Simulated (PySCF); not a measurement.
**Energy of Ta (tantalum, neutral) between two integer charges**

The 6s beta orbital of [Xe] 4f14 5d3 6s2 is emptied in steps (occupation f), with all orbitals relaxed, ending at [Xe] 4f14 5d3 6s1. All numbers are calculated (PySCF 2.14, a scalar-relativistic core potential, in def2-TZVPPD with the def2 core potential (60 electrons)). The exact energy is a straight line in f; departures are measured from the line between the end points of the same method.

```csv
f,UHF (eV),LDA (eV),PBE (eV)
1,0.000,0.000,0.000
0.75,0.034,-0.520,-0.499
0.5,0.043,-0.696,-0.670
0.25,0.031,-0.523,-0.503
0,0.000,0.000,0.000
```

Task: For LDA, how does the orbital energy at f = 1 compare with the removal energy?

Result: −ε = 4.853 eV against a total-energy difference of 7.613 eV. By Janak's theorem ε = ∂E/∂f, so the gap between them reflects the curvature. Along the path −ε is 6.218 (f = 0.75), 7.604 (f = 0.5), 9.006 (f = 0.25) eV.

```
method  E(f=0) − E(f=1) (eV)  −ε at f=1 (eV)  −ε at f=0.5 (eV)
   UHF                 5.723           5.916             5.714
   LDA                 7.613           4.853             7.604
   PBE                 7.222           4.574             7.208
```

Reference removal energy between the ground levels: 7.550 eV (measured; NIST Atomic Spectra Database, ionization energies). The calculation has no spin-orbit coupling. UHF lacks correlation.
